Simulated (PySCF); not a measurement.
Electron correlation in Yb (ytterbium, neutral)

[Xe] 4f14 6s2, closed-shell 1S. Calculation: PySCF 2.14, in ANO-RCC-VTZP (8s7p5d3f2g1h, 104 functions); the spin-free X2C one-electron Hamiltonian (Gaussian nucleus). Frozen: [Kr] 4d10; 24 electrons correlated.

```tsv
level	correlation energy (mhartree)
CCSD	-1073.8
(T)	-55.98
CCSD(T)	-1129.8
```

Diagnostics: T1 = 0.019, D1 = 0.0654, largest double amplitude 0.081.

Cost of the coupled-cluster step: about 40 core-seconds, for 24 correlated electrons.

Iterations:

```
CC2 = 0
CCSD nocc = 12, nmo = 81
frozen orbitals [0, 1, 2, 3, 4, 5, 6, 7, 8, 9, 10, 11, 12, 13, 14, 15, 16, 17, 18, 19, 20, 21, 22]
max_cycle = 100
direct = 0
conv_tol = 1e-08
conv_tol_normt = 1e-06
diis_space = 8
diis_start_cycle = 0
Init t2, MP2 energy = -14055.3818426927  E_corr(MP2) -1.30340441491806
Init E_corr(CCSD) = -1.30340441491828
cycle = 1  E_corr(CCSD) = -0.953163948806155  dE = 0.350240466  norm(t1,t2) = 0.142949
cycle = 2  E_corr(CCSD) = -1.13289546115442  dE = -0.179731512  norm(t1,t2) = 0.0919581
cycle = 3  E_corr(CCSD) = -1.0774933312487  dE = 0.0554021299  norm(t1,t2) = 0.0672781
cycle = 4  E_corr(CCSD) = -1.07129013566965  dE = 0.00620319558  norm(t1,t2) = 0.00570816
cycle = 5  E_corr(CCSD) = -1.07332134864282  dE = -0.00203121297  norm(t1,t2) = 0.00211491
cycle = 6  E_corr(CCSD) = -1.07376159424041  dE = -0.000440245598  norm(t1,t2) = 0.00115813
cycle = 7  E_corr(CCSD) = -1.07383866816792  dE = -7.70739275e-05  norm(t1,t2) = 0.000318517
cycle = 8  E_corr(CCSD) = -1.07379287116105  dE = 4.57970069e-05  norm(t1,t2) = 0.000157719
cycle = 9  E_corr(CCSD) = -1.0737449591427  dE = 4.79120183e-05  norm(t1,t2) = 5.54353e-05
cycle = 10  E_corr(CCSD) = -1.07375489224191  dE = -9.93309921e-06  norm(t1,t2) = 1.46162e-05
cycle = 11  E_corr(CCSD) = -1.07375534570151  dE = -4.53459601e-07  norm(t1,t2) = 6.97782e-06
cycle = 12  E_corr(CCSD) = -1.07375657931004  dE = -1.23360853e-06  norm(t1,t2) = 3.75209e-06
cycle = 13  E_corr(CCSD) = -1.07375631569819  dE = 2.63611848e-07  norm(t1,t2) = 6.85718e-07
cycle = 14  E_corr(CCSD) = -1.0737563208789  dE = -5.18070342e-09  norm(t1,t2) = 2.81281e-07
CCSD converged
E(CCSD) = -14055.15219459869  E_corr = -1.073756320878898
CCSD(T) correction = -0.0559783731931237
```
